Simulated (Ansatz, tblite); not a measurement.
Forces on (KCl)4 ring (K4Cl4) at its PBE-D4/def2-SVP geometry. The state is a singlet with charge 0.

The xTB rows come from tblite. Another isomer (singlet) lies 1.18 eV lower at PBE0-D4/def2-TZVP; other spin states weren't run for this one.

GFN1-xTB (tblite), largest force 0.25 eV/Å:

```xyz
8
positions Å, forces eV/Å
Cl   -1.394   -0.916   -3.431    0.059    0.038    0.147
Cl   -3.436   -0.405    1.431    0.139    0.017   -0.059
Cl    1.390    0.927    3.425   -0.058   -0.040   -0.145
Cl    3.438    0.394   -1.428   -0.140   -0.015    0.059
K     1.393   -0.347   -3.269   -0.095    0.021    0.210
K    -3.357   -0.915   -1.369    0.222    0.059    0.084
K    -1.395    0.349    3.271    0.095   -0.021   -0.210
K     3.360    0.913    1.370   -0.222   -0.059   -0.085
```

GFN2-xTB (tblite), largest force 0.17 eV/Å:

```
Cl 0.058 0.039 0.150
Cl 0.142 0.018 -0.062
Cl -0.057 -0.041 -0.148
Cl -0.142 -0.015 0.061
K -0.064 0.014 0.139
K 0.155 0.041 0.058
K 0.064 -0.014 -0.140
K -0.155 -0.041 -0.059
```

PBE-D4/def2-TZVP (Ansatz), largest force 0.09 eV/Å:

```
Cl -0.032 -0.022 -0.085
Cl -0.085 -0.010 0.038
Cl 0.032 0.023 0.086
Cl 0.085 0.009 -0.038
K 0.026 -0.007 -0.062
K -0.063 -0.017 -0.025
K -0.027 0.007 0.062
K 0.062 0.017 0.025
```
